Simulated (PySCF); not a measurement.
Run record for 1-chlorocyclohexene (`ClC1=CCCCC1`): OPBE/def2-SVPD, full TDDFT, 12 singlets.

Method: TDDFT OPBE/def2-SVPD, vertical, gas phase, core orbitals frozen in the response (PySCF 2.14.0, density-fitted response routines). Geometry: GFN2-xTB. The command runs a driver script over a list of jobs; the input below is this job's line of settings and its coordinates in Å.

Command:
```bash
OMP_NUM_THREADS=1 python probes_run.py task.json out
```

Input:
```
{"job": {"kind": "uv", "xc": "OPBE", "basis": "def2-SVPD", "nstates": 12, "ntriplets": 2, "tda": false}, "charge": 0, "multiplicity": 1}
Cl     2.707291     1.674841     0.478488
C      1.201818     0.840764     0.220580
C      0.079932     1.521801     0.056615
C     -1.239628     0.852309    -0.180451
C     -1.065108    -0.609026    -0.583547
C     -0.068643    -1.288159     0.348890
C      1.310504    -0.650372     0.188474
H      0.076824     2.600690     0.102576
H     -1.831743     0.917741     0.738332
H     -1.786484     1.396993    -0.953425
H     -2.028283    -1.120599    -0.548396
H     -0.691343    -0.661949    -1.607730
H     -0.405446    -1.172117     1.380652
H     -0.006827    -2.355378     0.131075
H      1.756714    -0.952431    -0.764358
H      1.982822    -0.986164     0.980814
```

**Question.** What does the run print?

**Answer.** 
```
coarse grid: 13720 points
cycle   1  E = -693.7191945873  dE =  5.887e-01  |g| = 4.816e-01  |ddm| = 1.068e+01
cycle   2  E = -693.6164009725  dE =  1.028e-01  |g| = 7.888e-01  |ddm| = 2.572e+00
cycle   3  E = -693.7814042522  dE = -1.650e-01  |g| = 1.515e-01  |ddm| = 1.542e+00
cycle   4  E = -693.7870810593  dE = -5.677e-03  |g| = 6.693e-02  |ddm| = 5.813e-01
cycle   5  E = -693.7882026645  dE = -1.122e-03  |g| = 2.060e-02  |ddm| = 2.468e-01
cycle   6  E = -693.7882997304  dE = -9.707e-05  |g| = 6.735e-03  |ddm| = 5.791e-02
cycle   7  E = -693.7883114436  dE = -1.171e-05  |g| = 1.699e-03  |ddm| = 2.681e-02
cycle   8  E = -693.7883122105  dE = -7.669e-07  |g| = 3.622e-04  |ddm| = 1.049e-02
final grid: 127344 points
cycle   9  E = -693.8489487811  dE = -9.008e-05  |g| = 1.442e-02  |ddm| = 3.991e-01
cycle  10  E = -693.8489116199  dE =  3.716e-05  |g| = 1.822e-02  |ddm| = 1.179e-01
cycle  11  E = -693.8490004336  dE = -8.881e-05  |g| = 4.451e-03  |ddm| = 6.515e-02
cycle  12  E = -693.8490054338  dE = -5.000e-06  |g| = 1.103e-03  |ddm| = 1.217e-02
cycle  13  E = -693.8490057290  dE = -2.952e-07  |g| = 2.630e-04  |ddm| = 4.176e-03
cycle  14  E = -693.8490057493  dE = -2.027e-08  |g| = 5.938e-05  |ddm| = 1.259e-03
cycle  15  E = -693.8490057502  dE = -9.263e-10  |g| = 2.572e-05  |ddm| = 2.723e-04
converged SCF energy = -693.8490057502

Static polarisability (au): isotropic 83.536, principal 63.286 83.639 103.683

Singlet excitations
state   eV       nm        f      main configurations
  1   5.6044    221.2   0.00940   H->L+1 0.82, H->L 0.15
  2   6.0522    204.9   0.09634   H->L 0.46, H->L+2 0.30, H->L+1 0.16
  3   6.3073    196.6   0.07332   H->L+2 0.64, H->L 0.21
  4   6.4582    192.0   0.00211   H->L+3 0.99
  5   6.5073    190.5   0.00206   H-1->L 0.99
  6   6.6059    187.7   0.00532   H->L+4 0.75, H->L+5 0.24
  7   6.6789    185.6   0.04227   H->L+5 0.67, H->L+4 0.19
  8   7.1185    174.2   0.00138   H-1->L+1 0.95
  9   7.2121    171.9   0.00212   H-2->L 0.96
 10   7.2885    170.1   0.00282   H-3->L 0.70, H->L+6 0.18, H-4->L 0.09
 11   7.3207    169.4   0.00397   H->L+6 0.81, H-3->L 0.16
 12   7.4303    166.9   0.00295   H->L+7 0.87

Triplet excitations (Tamm-Dancoff, eV): 4.1975 5.4141
```

The SCF starts on a coarse grid where the log names one; the energy can jump when the final grid takes over, and dE then counts from the start density on the new grid. H and L stand for HOMO and LUMO; the number after each pair is its weight.

**Question.** Which computed singlet has the largest oscillator strength, and what do all of them sum to?

**Answer.** State 2 at 6.05 eV (205 nm), f = 0.096; the 12 states sum to 0.244.

**Question.** Give S1 in cm⁻¹ and kJ/mol.

**Answer.** 5.6044 eV × 8065.54 = 45203 cm⁻¹; × 96.485 = 540.7 kJ/mol.

In short: SCF converged in 15 cycles with 219 basis and 797 fitting functions; HOMO -5.76 eV, LUMO -0.72 eV; lowest singlet 5.60 eV; lowest triplet 4.20 eV (Tamm–Dancoff); mean polarisability 83.5 au.

**Question.** How long does this job take on one thread, Arm Neoverse N1 (aarch64) (shared host)? And the peak memory of the process?

**Answer.** About 73 s, with 0.74 GiB resident at the peak, the Python interpreter and its libraries included.

One conformer stands for the species.
